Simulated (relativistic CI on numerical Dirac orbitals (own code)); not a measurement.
# Slater and spin-orbit integrals, Pb LXXIV

Calculated at this level of theory: Dirac-Coulomb-Breit CI, KLI orbitals optimised for each configuration, model QED (radiative potential, 1s self-energy scaled to tabulated hydrogen-like ionisation energies), unscaled Slater integrals (own radial code, finite nucleus).

Slater integrals F^k, G^k are unscaled and averaged over j, outside the closed core 1s2; ζ comes from projecting the Hamiltonian with its Breit term on Σ l·s of the shell.

- 2s²2p⁵: ζ(2p) = 1.2065e+07 cm⁻¹; <r>(2p) = 0.0593, <r^2>(2p) = 0.004315 (bohr units).
- 2s²2p⁴3s: F^2(2p,2p) = 1.576e+06, ζ(2p) = 1.219e+07, G^1(2p,3s) = 173370 cm⁻¹; <r>(2p) = 0.05903, <r^2>(2p) = 0.004274, <r>(3s) = 0.1568, <r^2>(3s) = 0.02817 (bohr units).
- 2s²2p⁴3p: F^2(2p,2p) = 1.5752e+06, ζ(2p) = 1.2189e+07, F^2(2p,3p) = 452270, G^0(2p,3p) = 184300, G^2(2p,3p) = 198680, ζ(3p) = 3.4247e+06 cm⁻¹; <r>(2p) = 0.05905, <r^2>(2p) = 0.004278, <r>(3p) = 0.1541, <r^2>(3p) = 0.02761 (bohr units).

Averages of the first 10 configurations, taken without configuration mixing, which lowers the lowest level and can move excited configurations by several eV; other configurations of the list can lie among them:

```tsv
Configuration	Parity	States	Average energy above the lowest level (eV)
2s²2p⁵	odd	6	749.4
2s2p⁶	even	2	2812.5
2s²2p⁴3s	even	30	11938.9
2p⁶3s	even	2	16060.1
2s²2p⁴3p	odd	90	12527.1
2p⁶3p	odd	6	16634.0
2p⁶3d	even	10	17102.1
2s²2p⁴3d	even	150	12995.0
2s2p⁵3s	odd	24	13964.0
2s2p⁵3p	even	72	14545.1
```
